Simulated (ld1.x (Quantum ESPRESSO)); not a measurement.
# u(r) = r·R(r): atom against pseudo-atom (sulfur)

Columns: radius, all-electron u(r) and pseudo u(r) of the 3p shell (level -7.11 eV) of sulfur in the configuration [Ne] 3s2 3p4; LDA (PZ), scalar-relativistic, TM semilocal scheme, ld1.x (Quantum ESPRESSO) 7.5.

```tsv
r (bohr)	all-electron	pseudo
0.075	0.1115	-0.0042
0.150	0.2536	-0.0168
0.225	0.3265	-0.0375
0.300	0.3264	-0.0659
0.375	0.2726	-0.1014
0.450	0.1853	-0.1431
0.525	0.0804	-0.1902
0.600	-0.0305	-0.2415
0.675	-0.1400	-0.2960
0.750	-0.2430	-0.3522
0.825	-0.3368	-0.4087
0.900	-0.4199	-0.4641
0.975	-0.4918	-0.5167
1.050	-0.5527	-0.5652
1.125	-0.6029	-0.6083
1.200	-0.6432	-0.6451
1.275	-0.6744	-0.6749
1.350	-0.6975	-0.6975
1.425	-0.7133	-0.7133
1.500	-0.7227	-0.7227
1.575	-0.7266	-0.7266
1.650	-0.7258	-0.7258
1.725	-0.7210	-0.7210
1.800	-0.7128	-0.7128
1.875	-0.7018	-0.7018
1.950	-0.6886	-0.6886
```

Problem. How many radial nodes do the two functions have?

Solution. The all-electron 3p function has n − l − 1 = 1; the pseudo-wave has 0, since the states of the same l below it are removed with the core.

Problem. At about which radius was the pseudo-wave matched?

Solution. 1.50 bohr. The columns agree to 0.0005 from 1.35 bohr on; several derivatives are matched, so the curves merge somewhat inside the radius.

Problem. Is the pseudo-wave norm-conserving?

Solution. Yes: the TM semilocal scheme keeps the norm inside the radius equal to the all-electron one, which fixes the energy derivative of the logarithmic derivative at the level.
